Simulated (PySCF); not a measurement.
Species: C5H6Si.
Atom-mapped SMILES: `[CH:1]#[C:2][C:3]1([SiH3:4])[CH:5]=[CH:6]1`

Geometry (GFN2-xTB, Å), atoms numbered from 1 in this order:
```
atom  x, y, z in Å
C1     1.907    1.086    1.359
C2     1.105    0.520    0.671
C3     0.116   -0.135   -0.132
Si4   -1.674    0.384    0.216
C5     0.443   -1.535   -0.632
C6     0.542   -0.599   -1.518
H7     2.615    1.577    1.958
H8    -1.820    1.819   -0.031
H9    -2.005    0.080    1.609
H10   -2.530   -0.382   -0.694
H11    0.530   -2.551   -0.335
H12    0.772   -0.264   -2.499
```

Lines to be assigned: C 1s: 289.69 (area 1), 290.30 (area 1), 290.91 (area 2), 291.31 (area 1) eV; Si 1s: 1846.14 eV; Si 2p3/2: 106.44 eV.

Computed with PySCF 2.14.0, delta-SCF UKS SCAN, pcX-2 on the ionised atom, pcseg-1 elsewhere, spin-free X2C. Geometry: GFN2-xTB; no solvent, vibrations or thermal averaging.

Problem. Order the carbon atoms by C 1s binding energy.

Solution. 289.69 eV: C1 (terminal alkyne carbon); 290.30 eV: C2 (alkyne carbon); 290.91 eV: C5/C6 (alkene CH carbon); 291.31 eV: C3 (sp3 carbon bound to silicon). The listed C 1s values span 1.62 eV, from C1 (bonded to C (triple bond) and H) to C3 (bonded to 3 C and Si). The widest gap between neighbouring values is 0.61 eV, between 290.30 and 290.91 eV. Summing the Pauling electronegativity differences to the bonded atoms, each weighted by its formal bond order, gives -0.35 for the lowest site and -0.65 for the highest; the largest sum, 0.00, belongs to C2, 1.01 eV below the top. The smallest sum, -0.65, belongs to C3, 1.62 eV above the lowest.

Bonded neighbours of each site: C1: C (triple bond) and H; C2: C (triple bond) and C; C3: 3 C and Si; Si4: C and 3 H; C5/C6: C (double bond), C and H.

Problem. Which photon energy gives electrons from C 1s of C2 a kinetic energy of 50 eV, and what is their de Broglie wavelength?

Solution. hν = 290.30 + 50 = 340.30 eV, recoil neglected; λ = 12.264 Å/√(E/eV) = 1.73 Å.

The first atom of each set that the bonding makes equivalent was ionised and stands for the set. Spin contamination (⟨S²⟩ against 0.75 for a pure doublet) is marked for C 1s of C2 (0.85), which makes this value less certain. Spin–orbit coupling isn't in the SCF: each 2p doublet comes from a relaxed spin-free hole plus a matrix of the shell (mean-field spin–orbit coupling and the ground-state 2p splitting), with 2p3/2 averaged over its two sublevels. 2p1/2 minus 2p3/2 (ligand field included): Si 0.62 eV.
